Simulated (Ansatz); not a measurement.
Al₃Ga₂⁺. The state is a singlet with charge 1. Geometry r2SCAN-D4/def2-SVP; atoms count from 1.

Cartesian coordinates in Å:
```
Al 1.5875 1.5143 -0.5643
Al -0.9764 -1.9747 -0.9760
Al -1.1149 -0.5428 1.0963
Ga -0.4707 0.3711 -1.3701
Ga 0.9745 0.6321 1.8141
```

The restricted singlet is unstable towards broken spin symmetry in Hartree–Fock (as tested in another run); at PBE0-D4/def2-TZVP this wasn't settled. The structure comes from a short search, and lower isomers may exist.

(1) Estimate the Mulliken populations from the PBE0/def2-TZVP orbitals of Ansatz.

(2) And the Mayer bond orders between bonded heavy atoms (over 0.3)?

Results:

(1) 
| atom | charge (e) |
| --- | --- |
| Al1 | 0.33 |
| Al2 | 0.34 |
| Al3 | 0.12 |
| Ga4 | 0.01 |
| Ga5 | 0.20 |
Mulliken values and Mayer orders depend strongly on the basis.

(2) Al1–Ga4 0.78 (2.49 Å); Al1–Ga5 0.65 (2.61 Å); Al2–Al3 0.76 (2.52 Å); Al2–Ga4 0.86 (2.43 Å); Al3–Ga4 0.69 (2.71 Å); Al3–Ga5 0.79 (2.50 Å). Values over 0.3 also appear between atoms too far apart for a bond (Al1–Al3 0.35 at 3.78 Å; Ga4–Ga5 0.35 at 3.51 Å); they arise where an orbital or an unpaired electron spreads over both atoms.
